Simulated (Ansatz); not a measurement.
C$_{3}$H$_{7}$BSi, relaxed with RKS PBE0-D4/def2-TZVP in Ansatz 0.2.0 from a PBE-D4/def2-SVP geometry. The force threshold is 0.005 eV/Å; the program also tests the step.

Total charge 0; spin multiplicity 1. The bonds changed during the relaxation, so this is another structure than the one it started from.

Start:

```xyz
12

C    -0.564   -1.145   -1.222
C     0.479   -1.503   -0.572
C     1.051   -1.059    0.633
B    -0.512   -0.352    0.313
Si   -0.287    1.646    0.021
H    -1.191   -1.243   -2.107
H     1.919   -0.380    0.556
H     1.075   -1.743    1.498
H    -1.335   -0.823    1.084
H    -1.490    2.285   -0.630
H    -0.042    2.399    1.308
H     0.898    1.918   -0.881
```

(1) By how much does the energy fall, and how many steps does the optimiser take? (Estimate.)

(2) Which bonds change most? (An estimate is asked.)

(3) Give the relaxed structure. (Best estimate.)

## Answers

(1) Computed: 1.51 kcal/mol, in 12 steps.

(2) Computed: C1–C2 from 1.280 to 1.251 Å; B4–H9 from 1.222 to 1.200 Å; B4–Si5 from 2.032 to 2.012 Å; C2–B4 from 1.757 to 1.738 Å.

(3) Ansatz gave: 
```xyz
12

C    -0.565   -1.150   -1.211
C     0.462   -1.471   -0.572
C     1.053   -1.058    0.618
B    -0.493   -0.335    0.331
Si   -0.288    1.643    0.024
H    -1.209   -1.233   -2.062
H     1.914   -0.401    0.539
H     1.071   -1.751    1.453
H    -1.298   -0.809    1.085
H    -1.455    2.250   -0.680
H    -0.109    2.404    1.296
H     0.917    1.910   -0.822
```
